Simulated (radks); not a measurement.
The numbers below are computed, except where a source is named.
Question: Nb4+, configuration [Ar] 3d10 4s2 4p5 4d1 4f1 (not the ground configuration). Level of theory: Dirac Kohn-Sham, PBE, spin-unpolarised, spherical densities, point nucleus; open shells fill j = l - 1/2 first (a radial shooting solver on a logarithmic mesh with Libxc functionals). Some entries of the table are withheld. Estimate them.

orbital,occ.,eigenvalue (hartree),<1/r> (bohr^-1),<r^2> (bohr^2)
1s1/2,2,-692.9972,42.40,0.001757
2s1/2,2,-98.72411,9.627,(1)
2p1/2,2,-90.77368,9.601,0.02224
2p3/2,4,-87.25336,9.164,0.02361
3s1/2,2,(2),3.278,(3)
3p1/2,2,-15.19170,3.176,0.2237
3p3/2,4,-14.62014,3.071,0.2342
3d3/2,4,-9.33776,2.877,0.2227
3d5/2,6,-9.23112,2.850,0.2261
4s1/2,2,-4.04737,1.216,1.421
4p1/2,2,-3.18319,1.111,(4)
4p3/2,3,-3.09561,1.084,(5)
4d3/2,1,-1.78740,0.8532,2.725
4d5/2,0,-1.77635,0.8477,2.756
5s1/2,0,-1.38797,0.5209,7.209
5p1/2,0,(6),0.4647,9.017
5p3/2,0,(7),0.4567,9.292
5d3/2,0,-0.77718,0.3629,15.18
5d5/2,0,-0.77465,0.3616,15.28
4f5/2,1,-0.75303,0.4341,9.032
4f7/2,0,-0.75284,0.4338,9.040
5f5/2,0,-0.44730,(8),34.13
5f7/2,0,-0.44719,(9),34.15

Answer: 
(1) 2s1/2 <r^2> (bohr^2): 0.02938
(2) 3s1/2 eigenvalue (hartree): -18.18514
(3) 3s1/2 <r^2> (bohr^2): 0.2246
(4) 4p1/2 <r^2> (bohr^2): 1.669
(5) 4p3/2 <r^2> (bohr^2): 1.736
(6) 5p1/2 eigenvalue (hartree): -1.14664
(7) 5p3/2 eigenvalue (hartree): -1.12844
(8) 5f5/2 <1/r> (bohr^-1): 0.2566
(9) 5f7/2 <1/r> (bohr^-1): 0.2564
